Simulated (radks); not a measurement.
Species: the hafnium ion Hf2+. Configuration: [Xe] 4f14 5d2.

Method: scalar-relativistic Kohn-Sham, LDA (Slater exchange, Perdew-Zunger correlation), spin-unpolarised, spherical densities, point nucleus; computed with a radial shooting solver on a logarithmic mesh with Libxc functionals.

Energy parts (eV):
| part | energy |
|---|---|
| total | -410031.28 |
| kinetic | 449215.27 |
| electron-nucleus | -1010764.21 |
| Hartree | 159632.24 |
| exchange-correlation | -8114.57 |

Orbitals (lengths in bohr, moments of r in powers of bohr; <r^-3> diverges for s and p1/2; r(90%) holds 90 % of the orbital's charge):
orbital  occ.  eigenvalue (eV)   <r^-3>      <r>  r(90%)       <r^4>
1s          2        -65247.57        -  0.01900  0.0345   6.632e-07
2s          2        -11172.34        -  0.08042   0.125   0.0001008
2p          6        -9815.554    17770  0.07174   0.117  0.00007823
3s          2        -2556.855        -   0.2088   0.306    0.003743
3p          6        -2151.589     3919   0.2087   0.312    0.003996
3d         10        -1671.108    509.8   0.1890   0.294    0.003098
4s          2        -526.6174        -   0.4685   0.673     0.08938
4p          6        -393.6004    901.9   0.4979   0.725      0.1192
4d         10        -221.7078    99.42   0.5354   0.805      0.1803
5s          2         -82.3842        -    1.134    1.64       3.117
5p          6         -50.8900    120.1    1.338    1.97       6.459
4f         14         -32.2629    15.58   0.6762    1.15      0.9466
6s          0         -17.8000        -    2.967    4.26       141.8
5d          2         -17.0170    5.493    2.108    3.28       49.05
6p          0         -12.1271    14.53    3.697    5.33       344.5
6d          0          -6.0280   0.9483    5.840    8.50        2218
5f          0          -4.2785  0.05290    6.461    9.71        3651

The highest occupied level is 5d at -17.017 eV. The configuration is held as typed, so some empty levels lie below it. The density falls to 0.001 e/bohr^3 at r = 3.71 bohr. Summed over all electrons, <r^2> = 40.25 bohr^2, which gives a Langevin (diamagnetic) susceptibility term of -31.9 x 10^-6 cm^3/mol.
